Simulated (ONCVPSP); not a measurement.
## LDA (Perdew-Wang 92) ONCV dataset for boron, scalar-relativistic all-electron reference.

```
Element                 : boron (B)
Generator               : ONCVPSP 4.0.1
Type                    : optimised norm-conserving Vanderbilt (ONCV)
Functional              : LDA (Perdew-Wang 92)
Relativity              : scalar-relativistic
Frozen core             : [He]
Valence charge          : 3
Reference configuration : 2s2 2p1
Partial waves           : 2s: rc 1.30 bohr, ncon 4, nbas 7, qcut 5 1/bohr, 1 projector; 2p: rc 2.05 bohr, ncon 5, nbas 8, qcut 3.3 1/bohr, 2 projectors, debl 1.8 Ha
Local potential         : polynomial inside 1.30 bohr (lpopt 4, dvloc0 6 Ha)
Core correction         : Teter function fitted to the true core (icmod 2), fcfact 0.4
```

Poles of the logarithmic derivatives, all-electron (AE) and pseudo (PS). s: poles at 3.4 (AE) and 3.2 (PS) Ha. p: poles at 0.5, 4.3 (AE) and 0.5, 4.3 (PS) Ha. Test radii: s 1.32, p 2.08 bohr.

* Cutoffs needed: 35 Ha and 45 Ha (the cutoffs (Ha) at which the residual kinetic energy of the hardest occupied pseudo-wave falls to 1 and 0.1 mHa per electron)
* Ghost test: no bound ghost flagged; no localised positive-energy state flagged
* Largest excitation error: +123 meV (all-electron minus pseudo) for 2s1 2p0, out of 4 test configurations
* rms error of d²Exc/dni dnj: 3.06 mHa without and 1.41 mHa with the model core
